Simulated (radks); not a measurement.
Values are calculated unless marked as measured or tabulated.
Problem. These are the eigenvalues of the occupied orbitals of an atom or ion with whole-number occupations (eV). Level of theory: scalar-relativistic Kohn-Sham, BLYP, spin-polarised, spherical densities, finite nucleus; Fermi nuclear charge, rms radius of each element as measured or else 0.836 A^(1/3) + 0.57 fm (a radial shooting solver on a logarithmic mesh with Libxc functionals).

orbital  eigenvalue
1s        -693.0782

Which element is it, and in what charge state? The configuration may be excited. Open shells, if any, are filled with parallel spins first.

Solution. Z = 8, oxygen, charge +6: O6+ in [He]. The 1s level, -25.47 hartree, gives Z - s = 7.1 by -(Z - s)^2/2, which with screening and relativity narrows Z to a few neighbours, and with so few levels the electron count can be read from the list.
